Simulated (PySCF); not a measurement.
C6H9BO2.
Geometry (PBE0-D3(BJ)/def2-SVP, Å), atoms numbered from 1 in this order:
```
atom  x, y, z in Å
C1     3.0416    0.6561    0.5872
C2     2.1751   -0.0479   -0.1411
C3     1.0611   -0.8725    0.4213
C4    -0.3167   -0.4145    0.0340
O5    -1.2213   -1.3101    0.0382
B6    -2.5996   -0.9928   -0.5471
O7    -2.9149    0.4499   -0.1501
C8    -1.9613    1.2874   -0.1503
C9    -0.6168    0.9341   -0.2095
H10    3.8432    1.2325    0.1187
H11    2.9872    0.6748    1.6807
H12    2.2619   -0.0410   -1.2344
H13    1.1007   -0.8757    1.5250
H14    1.1427   -1.9253    0.1057
H15   -3.4179   -1.7307   -0.0453
H16   -2.5015   -1.0272   -1.7675
H17   -2.2572    2.3413   -0.0343
H18    0.1651    1.6907   -0.1898
```

Computed with PySCF at PBE0/def2-SVPD, non-relativistic, on one gas-phase PBE0-D3(BJ)/def2-SVP geometry that isn't relaxed in the solvent. The solvent is an IEF-PCM continuum (van der Waals radii × 1.2), and excitations are vertical TDDFT with non-equilibrium linear response and a frozen core. The model holds no explicit solvent molecules, cavitation or dispersion.

Gas-phase singlets (H = HOMO, L = LUMO):

```csv
state,E (eV),λ (nm),f,leading configuration
S1,3.663,339,0.032,H→L 97%
S2,4.791,259,0.009,H-1→L 70%
S3,5.194,239,0.032,H-3→L 66%
S4,5.477,226,0.136,H-2→L 86%
S5,5.845,212,0.006,H→L+1 98%
```

Problem. What are the lowest 5 singlets in acetone (ε = 20.49)?

Solution. 
```tsv
state	E (eV)	λ (nm)	f	leading configuration	change by rank (eV)
S1	3.994	310	0.076	H→L 96%	+0.331
S2	4.618	268	0.017	H-1→L 92%	-0.173
S3	5.196	239	0.018	H-3→L 82%	+0.002
S4	5.718	217	0.189	H-2→L 85%	+0.241
S5	6.354	195	0.012	H→L+1 98%	+0.509
```

Problem. The ground-state energy changes by -0.298 eV from gas to acetone. By how much does the total energy of gas-phase S1 change?

Solution. E(S1) = E(S0) + excitation energy, so it changes by -0.298 + 0.331 = +0.033 eV: it isn't lowered at all, while the ground state is. This is the vertical state, with the slow part of the continuum still set for S0.

Problem. How do the frontier levels move from gas to acetone?

Solution. 
| orbital | gas (eV) | solvent (eV) | change (eV) |
| --- | --- | --- | --- |
| LUMO+2 | 0.51 | 0.68 | +0.17 |
| LUMO+1 | -0.38 | 0.03 | +0.41 |
| LUMO | -2.26 | -2.14 | +0.12 |
| HOMO | -7.06 | -7.21 | -0.15 |
| HOMO-1 | -8.18 | -7.81 | +0.37 |
| HOMO-2 | -8.62 | -8.82 | -0.20 |
| HOMO-3 | -9.13 | -9.10 | +0.03 |

The HOMO–LUMO gap goes from 4.80 to 5.07 eV. Rows go by rank; for LUMO+2 the atom shares or the degeneracy differ between the runs, so the row needn't follow one orbital.

Time: 1.8 min of wall time; peak memory 1.2 GiB. Hardware: Intel Xeon at 2.50 GHz, one thread (shared host). This is the whole response run at PBE0/def2-SVPD in acetone, SCF included.
